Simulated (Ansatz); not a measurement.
C$_{10}$H$_{20}$N$_{2}$, SMILES `CC(C)(C)/N=C/C=N/C(C)(C)C`. The species carries charge 0 and has multiplicity 1. All single points use the PBE0-D4/def2-TZVP geometry. It is one conformer, not always the lowest.

```xyz
32

C     1.016   -2.107    3.186
C    -0.072   -2.178    2.116
C    -0.170   -3.607    1.584
C    -1.410   -1.754    2.710
N     0.407   -1.369    1.003
C    -0.259   -0.389    0.564
C     0.263    0.394   -0.558
N    -0.406    1.371   -1.001
C     0.072    2.178   -2.116
C     1.421    1.768   -2.695
C    -1.006    2.084   -3.194
C     0.147    3.613   -1.594
H     1.108   -1.090    3.575
H     0.778   -2.775    4.017
H     1.979   -2.399    2.764
H    -0.940   -3.679    0.812
H     0.782   -3.913    1.147
H    -0.426   -4.297    2.392
H    -1.372   -0.737    3.108
H    -2.216   -1.806    1.974
H    -1.672   -2.422    3.534
H    -1.225   -0.057    0.957
H     1.231    0.064   -0.949
H     1.400    0.749   -3.090
H     1.683    2.436   -3.519
H     2.218    1.833   -1.950
H    -0.769    2.750   -4.028
H    -1.080    1.064   -3.577
H    -1.977    2.366   -2.783
H     0.401    4.300   -2.405
H     0.908    3.700   -0.815
H    -0.813    3.909   -1.168
```

Question: What is the dipole moment at ωB97M-V/def2-TZVPP? (An estimate is asked.)

Answer: The calculation gave: 0.00 D, zero by symmetry or nearly so.

Question: Give the Mulliken charges with ωB97M-V, B3LYP, PBE in def2-TZVPP. (An estimate is asked.)

Answer: Computed: 
```csv
atom,ωB97M-V,B3LYP,PBE
C1,-0.30,-0.27,-0.27
C2,0.12,0.33,0.32
C3,-0.30,-0.27,-0.27
C4,-0.37,-0.30,-0.28
N5,-0.23,-0.23,-0.17
C6,-0.02,-0.06,-0.08
C7,-0.02,-0.06,-0.08
N8,-0.23,-0.23,-0.17
C9,0.12,0.33,0.32
C10,-0.37,-0.30,-0.28
C11,-0.30,-0.27,-0.27
C12,-0.30,-0.27,-0.27
H13,0.11,0.08,0.08
H14,0.10,0.07,0.07
H15,0.12,0.09,0.09
H16,0.11,0.08,0.08
H17,0.12,0.09,0.09
H18,0.10,0.07,0.07
H19,0.12,0.09,0.08
H20,0.12,0.09,0.08
H21,0.11,0.08,0.07
H22,0.08,0.07,0.03
H23,0.08,0.07,0.03
H24,0.12,0.09,0.08
H25,0.11,0.08,0.07
H26,0.12,0.09,0.08
H27,0.10,0.07,0.07
H28,0.11,0.08,0.08
H29,0.12,0.09,0.09
H30,0.10,0.07,0.07
H31,0.11,0.08,0.08
H32,0.12,0.09,0.09
```

B3LYP here is the variant with VWN-RPA as its local correlation; programs differ in this.
